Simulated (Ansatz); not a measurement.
The cluster ZnSe2⁻. Total charge -1; doublet. Geometry r2SCAN-D4/def2-TZVPD.

```xyz
3

Zn    0.000    0.000    0.000
Se   -0.095   -0.315   -2.214
Se    0.095    0.315    2.214
```

LC-ωPBE has ω = 0.4 bohr⁻¹. At PBE-D4/def2-SVPD an occupied level of the charge -1 doublet lies above an empty one (by up to 0.01 eV), so this SCF solution is probably not the lowest. At PBE-D4/def2-SVPD, PBE-D4/def2-TZVPD the gap within one spin of the charge -1 doublet nearly closes, so an electron or hole may be smeared out by delocalisation error. The structure comes from a short search, and lower isomers may exist.

(1) Estimate the α-spin orbital energies around the gap (eV) in Ansatz with PBE-D4/def2-SVPD, PBE-D4/def2-TZVPD, r2SCAN-D4/def2-TZVPD, PBE0-D4/def2-SVPD, LC-ωPBE/def2-TZVPD.

Results:

(1) 
| orbital | PBE-D4/def2-SVPD | PBE-D4/def2-TZVPD | r2SCAN-D4/def2-TZVPD | PBE0-D4/def2-SVPD | LC-ωPBE/def2-TZVPD |
| --- | --- | --- | --- | --- | --- |
| HOMO−13 | -48.36 | -48.34 | -49.32 | -52.97 | -52.54 |
| HOMO−12 | -11.86 | -11.83 | -12.49 | -13.98 | -18.68 |
| HOMO−11 | -11.43 | -11.39 | -12.05 | -13.46 | -15.73 |
| HOMO−10 | -7.34 | -7.46 | -7.85 | -10.20 | -12.88 |
| HOMO−9 | -7.31 | -7.38 | -7.75 | -10.13 | -12.80 |
| HOMO−8 | -7.25 | -7.38 | -7.74 | -10.01 | -12.72 |
| HOMO−7 | -7.06 | -7.27 | -7.65 | -10.00 | -12.72 |
| HOMO−6 | -7.06 | -7.27 | -7.65 | -9.92 | -12.62 |
| HOMO−5 | -3.54 | -3.55 | -3.74 | -4.66 | -7.91 |
| HOMO−4 | -2.20 | -2.18 | -2.42 | -3.24 | -7.28 |
| HOMO−3 | -1.94 | -1.93 | -2.26 | -3.11 | -6.12 |
| HOMO−2 | -1.48 | -1.47 | -1.80 | -2.66 | -5.20 |
| HOMO−1 | -1.43 | -1.43 | -1.68 | -2.53 | -3.72 |
| HOMO | -0.94 | -0.94 | -1.17 | -2.02 | -3.61 |
| LUMO | 2.64 | 2.79 | 3.17 | 3.29 | 3.76 |
| LUMO+1 | 3.28 | 2.86 | 3.34 | 3.68 | 4.15 |
| LUMO+2 | 3.54 | 3.10 | 3.47 | 4.19 | 4.24 |
| LUMO+3 | 3.74 | 3.20 | 3.59 | 4.35 | 4.58 |
| LUMO+4 | 3.95 | 3.57 | 3.99 | 4.39 | 5.02 |
| LUMO+5 | 4.16 | 3.75 | 4.19 | 4.63 | 5.12 |
| β HOMO | -0.77 | -0.78 | -1.00 | -1.71 | -3.47 |
| β LUMO | -0.77 | -0.74 | -0.73 | -0.25 | 1.68 |
